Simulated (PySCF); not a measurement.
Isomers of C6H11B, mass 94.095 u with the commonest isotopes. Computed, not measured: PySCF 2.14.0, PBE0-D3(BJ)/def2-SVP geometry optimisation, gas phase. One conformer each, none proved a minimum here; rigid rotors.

Question: Order these by dipole moment, smallest first.
A. `[BH2:1][C@:2]12[CH2:3][CH2:4][C@H:5]1[CH2:6][CH2:7]2` with H–B1–C2–C3 171° and -4°
B. `[BH2:1][C@@H:2]1[CH2:3][C@@H:4]1[CH:5]1[CH2:6][CH2:7]1` with H–B1–C2–C3 39° and -139°, C3–C4–C5–C6 116°
C. `[CH2:1]=[CH:2][B:3]1[CH2:4][CH2:5][CH2:6][CH2:7]1` with C1–C2–B3–C4 -5°, C2–B3–C4–C5 167°, B3–C4–C5–C6 31°, C4–C5–C6–C7 -39°, C5–C6–C7–B3 30°
D. `[CH2:1]=[CH:2][CH2:3][BH:4][CH:5]1[CH2:6][CH2:7]1` with C1–C2–C3–B4 -110°, C2–C3–B4–C5 2°, C3–B4–C5–C6 147°

Answer: C (0.62 D), D (0.75 D), B (1.32 D), A (2.02 D).

Question: Order these by out-of-plane moment Σ m c² = (Ia + Ib − Ic)/2, smallest first.
A. `[BH2:1][C@:2]12[CH2:3][CH2:4][C@H:5]1[CH2:6][CH2:7]2` with H–B1–C2–C3 171° and -4°
B. `[CH3:1][B:2]([CH3:3])[C@H:4]1[C@@H:5]2[CH2:6][C@H:7]12` with C1–B2–C4–C5 -36°
C. `[CH2:1]=[CH:2][CH2:3][BH:4][CH:5]1[CH2:6][CH2:7]1` with C1–C2–C3–B4 -110°, C2–C3–B4–C5 2°, C3–B4–C5–C6 147°
D. `[BH2:1][C@H:2]1[CH2:3][CH2:4][C:5]12[CH2:6][CH2:7]2` with H–B1–C2–C3 -10° and 176°
E. `[BH2:1][C@@H:2]1[CH2:3][C@@H:4]1[CH:5]1[CH2:6][CH2:7]1` with H–B1–C2–C3 39° and -139°, C3–C4–C5–C6 116°
F. `[CH2:1]=[CH:2][BH:3][CH:4]1[CH2:5][CH2:6][CH2:7]1` with C1–C2–B3–C4 178°, C2–B3–C4–C5 134°, B3–C4–C5–C6 -145°, C4–C5–C6–C7 17°, C5–C6–C7–C4 -17°, B3–C4–C7–C6 143°
G. `[CH2:1]=[CH:2][B:3]1[CH2:4][CH2:5][CH2:6][CH2:7]1` with C1–C2–B3–C4 -5°, C2–B3–C4–C5 167°, B3–C4–C5–C6 31°, C4–C5–C6–C7 -39°, C5–C6–C7–B3 30°
H. `[CH2:1]=[CH:2]/[CH:3]=[CH:4]\[B:5]([CH3:6])[CH3:7]` with C1–C2–C3–C4 179°

Answer: H (7.48 u·Å²), G (8.53 u·Å²), F (13.16 u·Å²), B (20.03 u·Å²), E (24.19 u·Å²), C (27.70 u·Å²), D (36.23 u·Å²), A (55.13 u·Å²).

Question: Order these by rotational constant A, smallest first.
A. `[CH2:1]=[CH:2][B:3]1[CH2:4][CH2:5][CH2:6][CH2:7]1` with C1–C2–B3–C4 -5°, C2–B3–C4–C5 167°, B3–C4–C5–C6 31°, C4–C5–C6–C7 -39°, C5–C6–C7–B3 30°
B. `[CH2:1]=[CH:2]/[CH:3]=[CH:4]\[B:5]([CH3:6])[CH3:7]` with C1–C2–C3–C4 179°
C. `[BH2:1][C@H:2]1[CH2:3][CH2:4][C:5]12[CH2:6][CH2:7]2` with H–B1–C2–C3 -10° and 176°
D. `[CH2:1]=[CH:2][BH:3][CH:4]1[CH2:5][CH2:6][CH2:7]1` with C1–C2–B3–C4 178°, C2–B3–C4–C5 134°, B3–C4–C5–C6 -145°, C4–C5–C6–C7 17°, C5–C6–C7–C4 -17°, B3–C4–C7–C6 143°
E. `[BH2:1][C@@H:2]1[CH2:3][C@@H:4]1[CH:5]1[CH2:6][CH2:7]1` with H–B1–C2–C3 39° and -139°, C3–C4–C5–C6 116°
F. `[CH2:1]=[CH:2][CH2:3][BH:4][CH:5]1[CH2:6][CH2:7]1` with C1–C2–C3–B4 -110°, C2–C3–B4–C5 2°, C3–B4–C5–C6 147°
G. `[BH2:1][C@:2]12[CH2:3][CH2:4][C@H:5]1[CH2:6][CH2:7]2` with H–B1–C2–C3 171° and -4°

Answer: G (3714 MHz), C (4097 MHz), E (5271 MHz), B (5545 MHz), A (5719 MHz), F (5894 MHz), D (7595 MHz).

```tsv
SMILES	point group	Ia (u·Å²)	Ib (u·Å²)	Ic (u·Å²)	κ	μa (D)	μb (D)	μc (D)
B[C@]12CC[C@H]1CC2	Cs	136.07	163.96	189.77	-0.20	0.01	2.01	0.23
C=CCBC1CC1	C1	85.74	409.80	440.15	-0.96	0.66	0.26	0.24
C=CB1CCCC1	C1	88.36	299.78	371.08	-0.85	0.61	0.12	0.00
C=C/C=C\B(C)C	C1	91.14	389.22	465.41	-0.90	0.54	0.08	0.05
B[C@@H]1C[C@@H]1C1CC1	C1	95.89	284.77	332.27	-0.86	0.63	1.11	0.32
CB(C)[C@H]1[C@@H]2C[C@@H]21	–	91.50	305.53	356.98	-0.88	0.02	0.71	0.06
C=CBC1CCC1	C1	66.54	400.83	441.07	-0.96	0.46	0.49	0.04
B[C@H]1CCC12CC2	C1	123.36	186.78	237.68	-0.41	0.55	1.18	0.35
```
